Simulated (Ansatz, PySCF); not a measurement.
Gas-phase reaction (SMILES): C[SiH2]O[SiH3] → [CH2-][SiH2]O[SiH3] + H+; deprotonation at the site shown.

Geometries: B3LYP-D3(BJ)/def2-TZVP minima from Ansatz (a program for electronic structure), one conformer each, not searched for the lowest. Valence correlation only, unless marked. Spin-orbit coupling is left out. No relativistic terms. Basis-set limits of correlation are two-point, X^-3; Hartree-Fock from the larger set. Anions need diffuse functions, of which def2-TZVPD holds fewer than the aug- sets. Thermal terms are rigid-rotor harmonic-oscillator values from B3LYP-D3(BJ) frequencies (PySCF) at 298.15 K and 1 atm. 1 Eh = 627.5095 kcal/mol. The proton has no electrons: its energy is zero and its thermal terms are those of translation.

```tsv
species	E, CCSD(T)/CBS(aug-cc-pV(T+d)Z,aug-cc-pV(Q+d)Z) (Ansatz) (Eh)	E, r2SCAN-D4/def2-TZVPD (Ansatz + dftd4) (Eh)	H - E (Eh)
C[SiH2]O[SiH3]	-696.27609	-697.16831	0.09233
[CH2-][SiH2]O[SiH3]	-695.65993	-696.55399	0.07747
H+	0.00000	0.00000	0.00236
```

Problem. Work out ΔE and ΔH at 298.15 K at the first level, then ΔH at the second.

Solution. 
1. ΔE = [(-695.65993) + (0.00000)] - [(-696.27609)] = 0.61616 Eh = 386.6 kcal/mol at CCSD(T)/CBS(aug-cc-pV(T+d)Z,aug-cc-pV(Q+d)Z).
2. The terms H - E add up to -0.01250 Eh, so ΔH = (0.61616 + (-0.01250))×627.5095 = 378.8 kcal/mol.
3. At r2SCAN-D4/def2-TZVPD the same steps give ΔE = 385.5 and ΔH = 377.6 kcal/mol, a shift of -1.2 from the first level.
4. These values are not checked against measurement here, since the tables used lack a sound gas-phase enthalpy of formation for at least one species, or one in the same ion convention.
